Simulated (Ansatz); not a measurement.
Program: Ansatz. Geometries: PBE0-D4/def2-TZVP. ΔE: electronic, gas phase. CCSD(T)/CBS adds triple-zeta CCSD(T) − MP2 to the extrapolated MP2 energy (def2 sets, frozen cores). This one scheme is used for every species. Functionals use def2-TZVPP. B3LYP here is the variant with VWN-RPA as its local correlation; programs differ in this. def2 core potentials past Kr. For Sn outer-core shells are correlated without core-valence functions, which leaves a few kJ/mol of doubt a bond.

Reaction (formal exchange of groups at the Si–C bond): `C[Si](F)(F)C#N` + `[SnH4]` → `C[Si](F)(F)[SnH3]` + `C#N`

```json
{"level": "PBE-D4", "ΔE (kJ/mol)": "16.3", "difference from CCSD(T)/CBS": "-6.6"}
{"level": "r2SCAN-D4", "ΔE (kJ/mol)": "28.5", "difference from CCSD(T)/CBS": "5.6"}
{"level": "PBE0-D4", "ΔE (kJ/mol)": "21.1", "difference from CCSD(T)/CBS": "-1.8"}
{"level": "B3LYP-D4", "ΔE (kJ/mol)": "25.0", "difference from CCSD(T)/CBS": "2.1"}
{"level": "ωB97X-V", "ΔE (kJ/mol)": "28.1", "difference from CCSD(T)/CBS": "5.2"}
{"level": "ωB97M-V", "ΔE (kJ/mol)": "29.8", "difference from CCSD(T)/CBS": "6.9"}
{"level": "B2PLYP", "ΔE (kJ/mol)": "31.0", "difference from CCSD(T)/CBS": "8.1"}
{"level": "PBE", "ΔE (kJ/mol)": "18.3", "difference from CCSD(T)/CBS": "-4.6"}
{"level": "r2SCAN", "ΔE (kJ/mol)": "29.0", "difference from CCSD(T)/CBS": "6.1"}
{"level": "PBE0", "ΔE (kJ/mol)": "23.1", "difference from CCSD(T)/CBS": "0.2"}
{"level": "B3LYP", "ΔE (kJ/mol)": "28.4", "difference from CCSD(T)/CBS": "5.5"}
{"level": "HF/def2-TZVPP", "ΔE (kJ/mol)": "44.0", "difference from CCSD(T)/CBS": "21.1"}
{"level": "MP2/def2-TZVPP", "ΔE (kJ/mol)": "32.9", "difference from CCSD(T)/CBS": "10.0"}
{"level": "SCS-MP2/def2-TZVPP", "ΔE (kJ/mol)": "36.0", "difference from CCSD(T)/CBS": "13.1"}
{"level": "CCSD/def2-TZVPP", "ΔE (kJ/mol)": "33.2", "difference from CCSD(T)/CBS": "10.3"}
{"level": "CCSD(T)/def2-TZVPP", "ΔE (kJ/mol)": "32.3", "difference from CCSD(T)/CBS": "9.4"}
{"level": "HF/def2-QZVPP", "ΔE (kJ/mol)": "44.2", "difference from CCSD(T)/CBS": "21.3"}
{"level": "MP2/def2-QZVPP", "ΔE (kJ/mol)": "27.5", "difference from CCSD(T)/CBS": "4.6"}
{"level": "SCS-MP2/def2-QZVPP", "ΔE (kJ/mol)": "31.1", "difference from CCSD(T)/CBS": "8.2"}
{"level": "HF/CBS(def2)", "ΔE (kJ/mol)": "44.2", "difference from CCSD(T)/CBS": "21.3"}
{"level": "MP2/CBS(def2)", "ΔE (kJ/mol)": "23.4", "difference from CCSD(T)/CBS": "0.5"}
{"level": "CCSD/CBS(def2)", "ΔE (kJ/mol)": "23.8", "difference from CCSD(T)/CBS": "0.9"}
{"level": "CCSD(T)/CBS", "ΔE (kJ/mol)": "22.9", "difference from CCSD(T)/CBS": "0"}
```

Largest T1 diagnostic among the species: 0.014.

From PBE to PBE0 (25 % exact exchange), in def2-TZVPP and without D4, ΔE moves by +4.8 kJ/mol. The D4 term adds −3.4 kJ/mol with B3LYP and −2.0 kJ/mol with PBE0; it sums over pairs of atoms, weighted by their polarisabilities, and B3LYP, whose exchange is more repulsive, gets the larger term. In def2-TZVPP, CCSD(T) changes the Hartree–Fock value by −11.7 kJ/mol (the triples alone add −0.9 kJ/mol) and MP2 by −11.2 kJ/mol.
